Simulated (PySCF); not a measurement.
BrClH2Sn. Atoms are numbered in the order given.

```xyz
5

Sn     0.6041     0.5152     0.0000
Cl    -1.1773     2.0396     0.0000
Br    -0.3742    -1.7680     0.0000
H      1.4545     0.7237    -1.4606
H      1.4545     0.7237     1.4606
```

Geometry optimised at PBE0-D3(BJ)/def2-SVP. The def2 effective core potentials stand for the cores of Sn; spin–orbit coupling is left out.

Calculation: CAM-B3LYP/def2-TZVPD in PySCF.

Gas-phase values at a fixed geometry.

```
Property                                                                                                        Value
---------------------------------------------------------------------------------------------  ----------------------
total energy                                                                                      -3250.07455 hartree
point group                                                                                                        Cs
highest occupied level                                                                                       -9.89 eV
lowest empty level                                                                                           -0.90 eV
orbital gap                                                                                                   8.99 eV
dipole moment                                                                                                  2.60 D
quadrupole, principal values (traceless, Buckingham form, about the centre of nuclear charge)   -6.61, 1.96, 4.65 D·Å
mean static polarisability                                                                      77.0 bohr³ (11.41 Å³)
polarisability, principal values                                                               65.6, 73.7, 91.8 bohr³
```
